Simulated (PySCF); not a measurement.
## Electron correlation in F (fluorine, neutral)

[He] 2s2 2p5, 2P determinant. All numbers are calculated (PySCF 2.14, the non-relativistic Hamiltonian (point nucleus), in 6-31G* (3s2p1d, 14 functions)). Frozen: 1s2; 7 electrons correlated.

MP2 pair energies summed by pair of shells (mhartree):

```json
{"pair": "2p-2p", "energy": "-78.89", "share (%)": "64.7"}
{"pair": "2s-2p", "energy": "-37.20", "share (%)": "30.5"}
{"pair": "2s-2s", "energy": "-5.83", "share (%)": "4.8"}
```

Total MP2 correlation energy: -121.92 mhartree.

Same-spin part -31.74 and opposite-spin part -90.18 mhartree; SCS-MP2 scales them by 1/3 and 6/5 to -118.80 mhartree.

```csv
level,correlation energy (mhartree)
CCSD,-132.26
(T),-1.19
CCSD(T),-133.45
```

Diagnostics: T1 = 0.0051, D1 = 0.0089, largest double amplitude 0.047.

Problem. Is a single reference adequate?

Solution. Yes: T1 lies below 0.03 and no double amplitude reaches 0.07.
